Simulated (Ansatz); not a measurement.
Wavefunction ladder for `O1P2OP3OP1OP(O2)O3`

```tsv
atom	x (Å)	y (Å)	z (Å)
O1	1.052	1.331	-0.532
P2	0.872	1.135	1.091
O3	-0.769	1.081	1.183
P4	-1.771	0.129	0.292
O5	-1.209	0.470	-1.216
P6	0.358	0.420	-1.713
O7	0.769	-1.081	-1.183
P8	0.542	-1.684	0.330
O9	1.209	-0.470	1.216
O10	-1.052	-1.331	0.532
```

The species carries charge 0 and has multiplicity 1. Geometry: relaxed with PBE0-D4/def2-TZVP. Frozen core, restricted reference, Ansatz. CBS rows extrapolate triple and quadruple zeta; past MP2 they add the triple-zeta difference.

| basis | HF (Eh) | MP2 corr. | CCSD corr. | (T) | CCSD(T) total |
| --- | --- | --- | --- | --- | --- |
| def2-SVP | -1811.57265 | -1.48137 | -1.51889 | -0.04723 | -1813.13877 |
| def2-TZVPP | -1812.69715 | -1.91616 | -1.93498 | -0.08872 | -1814.72085 |
| def2-QZVPP | -1812.76167 | -2.07947 | – | – | – |
| CBS(def2) | -1812.77055 | -2.20044 | -2.21926 | as TZ | -1815.07853 |
